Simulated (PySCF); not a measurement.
F2H5NSi2, SMILES [SiH3]N[SiH](F)F. The structure is a stationary point at PBE-D3(BJ)/def2-SVP. This is a generated structure with no PubChem entry under its InChIKey; it may be hypothetical. One conformer was computed; it need not be the lowest.

Computed equilibrium geometry at PBE-D3(BJ)/def2-SVP (PySCF confirms it by a frequency run) as bond lengths and angles, and its point group (one conformer of several):
point group Cs.
Atoms: Si1 N2 Si3 F4 F5 H6 H7 H8 H9 H10. Bond lengths (Å): Si1–N2 1.763, Si1–H6 1.505, Si1–H7 1.501, Si1–H8 1.505, N2–Si3 1.718, N2–H9 1.027, Si3–F4 1.630, Si3–F5 1.630, Si3–H10 1.485. Angles (°): N2–Si1–H6 111.4, N2–Si1–H7 106.6, N2–Si1–H8 111.4, H6–Si1–H7 109.7, H6–Si1–H8 108.0, H7–Si1–H8 109.7, Si1–N2–Si3 128.2, Si1–N2–H9 116.0, Si3–N2–H9 115.9, N2–Si3–F4 111.1, N2–Si3–F5 111.1, N2–Si3–H10 110.4, F4–Si3–F5 103.9, F4–Si3–H10 110.1, F5–Si3–H10 110.1.
